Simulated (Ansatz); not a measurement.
In7Sb7H20, a nanocrystal cut from zinc blende InSb (hydrogen-capped). Charge 0, multiplicity 1. Geometry PBE-D4/def2-SVP.

```xyz
34

In   -0.874    4.295    1.311
In    3.418   -3.240    0.018
In    1.824    1.479   -1.465
In    0.288   -0.124    2.756
In   -4.259    0.731    1.503
In   -1.455   -1.977   -1.276
In   -2.670    2.378   -2.856
Sb    2.405   -2.151    2.468
Sb    1.101    2.098    1.201
Sb   -2.921    2.773   -0.018
Sb    3.775   -0.720   -1.300
Sb    0.853   -3.801   -1.131
Sb   -0.527    0.361   -2.575
Sb   -1.968   -1.134    1.377
H    -0.200    5.488    0.238
H    -1.220    4.435    3.011
H     4.676   -4.433    0.019
H     2.681    2.686   -2.387
H     0.180    0.072    4.485
H    -4.325    1.164    3.187
H    -5.470   -0.063    0.538
H    -2.659   -2.946   -2.083
H    -1.854    3.725   -3.595
H    -4.009    1.450   -3.468
H     3.802   -1.689    3.364
H     2.058   -3.520    3.453
H     2.601    2.553    1.918
H    -4.171    3.961   -0.024
H     5.295   -0.133   -0.743
H     4.352   -1.120   -2.873
H     1.196   -4.450   -2.689
H     0.379   -5.312   -0.454
H     0.003   -0.225   -4.107
H    -2.303   -2.612    2.199
```

In the def2 sets In, Sb take a core potential; there is no spin–orbit coupling. Single mean-field runs in def2-SVP, def2-TZVP are fitted with def2-universal-jkfit.

Q: Estimate the orbital energies around the gap (eV) in Ansatz with PBE-D4/def2-SVP, PBE-D4/def2-TZVP, r2SCAN-D4/def2-SVP, PBE0-D4/def2-SVP, PBE0-D4/def2-TZVP.

A: 
| orbital | PBE-D4/def2-SVP | PBE-D4/def2-TZVP | r2SCAN-D4/def2-SVP | PBE0-D4/def2-SVP | PBE0-D4/def2-TZVP |
| --- | --- | --- | --- | --- | --- |
| HOMO−9 | -6.62 | -6.67 | -6.90 | -7.60 | -7.62 |
| HOMO−8 | -6.62 | -6.67 | -6.89 | -7.59 | -7.61 |
| HOMO−7 | -6.44 | -6.50 | -6.70 | -7.42 | -7.45 |
| HOMO−6 | -6.43 | -6.50 | -6.69 | -7.41 | -7.45 |
| HOMO−5 | -6.15 | -6.21 | -6.39 | -7.05 | -7.08 |
| HOMO−4 | -6.02 | -6.09 | -6.25 | -6.90 | -6.94 |
| HOMO−3 | -5.85 | -5.92 | -6.08 | -6.72 | -6.76 |
| HOMO−2 | -5.85 | -5.91 | -6.07 | -6.72 | -6.76 |
| HOMO−1 | -5.63 | -5.71 | -5.84 | -6.50 | -6.55 |
| HOMO | -5.63 | -5.71 | -5.84 | -6.50 | -6.55 |
| LUMO | -2.75 | -2.85 | -2.60 | -2.06 | -2.14 |
| LUMO+1 | -2.61 | -2.69 | -2.48 | -1.98 | -2.04 |
| LUMO+2 | -2.61 | -2.69 | -2.48 | -1.98 | -2.03 |
| LUMO+3 | -2.33 | -2.44 | -2.14 | -1.60 | -1.69 |
| LUMO+4 | -2.20 | -2.32 | -2.10 | -1.59 | -1.68 |
| LUMO+5 | -2.20 | -2.32 | -2.10 | -1.59 | -1.68 |
